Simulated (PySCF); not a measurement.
## `C[SiH2][C@H]([SiH3])[Si@H](N)F`, C2H12FNSi3

Molfile (atoms numbered from 1):
```
C2H12FNSi3
     RDKit          3D

 19 18  0  0  0  0  0  0  0  0999 V2000
   -1.7215   -1.4275   -0.3255 C   0  0  0  0  0  0  0  0  0  0  0  0
   -1.3555   -0.2310    1.0971 Si  0  0  0  0  0  4  0  0  0  0  0  0
    0.1413    0.8793    0.6722 C   0  0  2  0  0  0  0  0  0  0  0  0
   -0.1298    1.9564   -0.8674 Si  0  0  0  0  0  4  0  0  0  0  0  0
    1.7720   -0.0721    0.5904 Si  0  0  2  0  0  4  0  0  0  0  0  0
    1.7522   -1.1314   -0.7601 N   0  0  0  0  0  0  0  0  0  0  0  0
    1.9116   -1.0892    1.8395 F   0  0  0  0  0  0  0  0  0  0  0  0
   -2.0157   -0.8947   -1.2252 H   0  0  0  0  0  0  0  0  0  0  0  0
   -0.8448   -2.0219   -0.5623 H   0  0  0  0  0  0  0  0  0  0  0  0
   -2.5274   -2.1076   -0.0677 H   0  0  0  0  0  0  0  0  0  0  0  0
   -1.1009   -0.9764    2.3372 H   0  0  0  0  0  0  0  0  0  0  0  0
   -2.5230    0.6421    1.3236 H   0  0  0  0  0  0  0  0  0  0  0  0
    0.2400    1.5722    1.5124 H   0  0  0  0  0  0  0  0  0  0  0  0
   -1.3369    2.7727   -0.7111 H   0  0  0  0  0  0  0  0  0  0  0  0
   -0.2642    1.1362   -2.0778 H   0  0  0  0  0  0  0  0  0  0  0  0
    1.0207    2.8484   -1.0652 H   0  0  0  0  0  0  0  0  0  0  0  0
    2.9486    0.7819    0.7565 H   0  0  0  0  0  0  0  0  0  0  0  0
    1.5930   -0.7535   -1.6775 H   0  0  0  0  0  0  0  0  0  0  0  0
    2.4306   -1.8746   -0.7965 H   0  0  0  0  0  0  0  0  0  0  0  0
  1  2  1  0
  2  3  1  0
  3  4  1  0
  3  5  1  0
  5  6  1  0
  5  7  1  0
  1  8  1  0
  1  9  1  0
  1 10  1  0
  2 11  1  0
  2 12  1  0
  3 13  1  1
  4 14  1  0
  4 15  1  0
  4 16  1  0
  5 17  1  6
  6 18  1  0
  6 19  1  0
M  END
```

Theory: TDDFT CAM-B3LYP/def2-SVPD circular dichroism and optical rotation, one conformer, gas phase in PySCF 2.14.0. Geometry: GFN2-xTB.

The molecule is flexible and this is one conformer; a measurement averages over conformers.

Problem. Draw the ECD and absorption spectra from the lowest 8 states, each a Gaussian of half-width 0.35 eV at 1/e height.

Solution. 
```
E (eV)  λ (nm)  Δε (L mol⁻¹ cm⁻¹)  ε (L mol⁻¹ cm⁻¹)
  6.35     195              -0.70               167
  6.45     192              -1.52               349
  6.55     189              -2.85               621
  6.65     187              -4.77               945
  6.75     184              -7.24              1230
  6.85     181             -10.24              1390
  6.95     178             -13.61              1380
  7.05     176             -16.87              1230
  7.15     173             -19.15              1000
  7.25     171             -19.57               792
  7.35     169             -18.04               645
  7.45     166             -15.64               617
  7.55     164             -14.08               769
  7.65     162             -14.56              1160
  7.75     160             -16.90              1820
  7.85     158             -19.47              2720
  7.95     156             -20.20              3750
  8.05     154             -17.81              4730
  8.15     152             -12.71              5370
```
Δε uses R in velocity form, ε uses f in length form. Only the states computed contribute, so the short-wavelength end is incomplete.
